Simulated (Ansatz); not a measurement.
Reaction (formal hydrolysis of the In–C bond): `[CH3][InH][Br]` + H₂O → `[OH][InH][Br]` + CH₄

Program: Ansatz. Geometries: PBE0-D4/def2-TZVP. ΔE: electronic, gas phase. CBS: MP2 limit from def2 TZ/QZ plus the TZ coupled-cluster correction, frozen cores. This one scheme is used for every species. Functionals use def2-TZVPP. Elements past krypton have def2 core potentials. For Br, In outer-core shells are correlated without core-valence functions, which leaves a few kJ/mol of doubt a bond. Scalar relativity is left out up to krypton. Each species was taken in one conformer, which may not be the lowest.

`[CH3][InH][Br]`:

Cartesian coordinates in Å:
```
C -0.222 0.012 -1.055
In 0.542 0.048 0.935
Br -1.266 -0.337 2.616
H 0.562 0.170 -1.795
H -0.700 -0.954 -1.228
H -0.981 0.790 -1.152
H 2.066 0.271 1.677
```

H₂O:

```xyz
3

O    -0.185   -0.338   -0.056
H    -0.342    0.495   -0.506
H     0.527   -0.157    0.562
```

`[OH][InH][Br]`:

```xyz
5

O     0.307   -1.436    0.151
In   -0.116    0.478   -0.066
Br    1.185    1.789    1.550
H    -0.174   -2.002   -0.458
H    -1.201    1.170   -1.177
```

CH₄:

```xyz
5

C     0.000    0.000    0.000
H    -0.617    0.842   -0.313
H     0.364    0.173    1.013
H     0.847   -0.101   -0.678
H    -0.594   -0.913   -0.022
```

```tsv
level	ΔE (kcal/mol)
r2SCAN0-D4	-10.5
CCSD/def2-SVP	-13.0
```

Problem. What does CCSD(T)/CBS give? (Best estimate.)

Solution. The calculation gave: -10.7 kcal/mol. The listed levels differ from it by 0.2, -2.3 kcal/mol.

Largest T1 diagnostic among the species: 0.014.

In def2-TZVPP, CCSD(T) changes the Hartree–Fock value by +2.0 kcal/mol (the triples alone add −0.2 kcal/mol) and MP2 by +2.4 kcal/mol. From r2SCAN to r2SCAN0 (25 % exact exchange), in def2-TZVPP and without D4, ΔE moves by +1.6 kcal/mol. At CCSD(T), def2-SVP lies −2.5 kcal/mol from the extrapolated value and def2-TZVPP +0.5 kcal/mol.
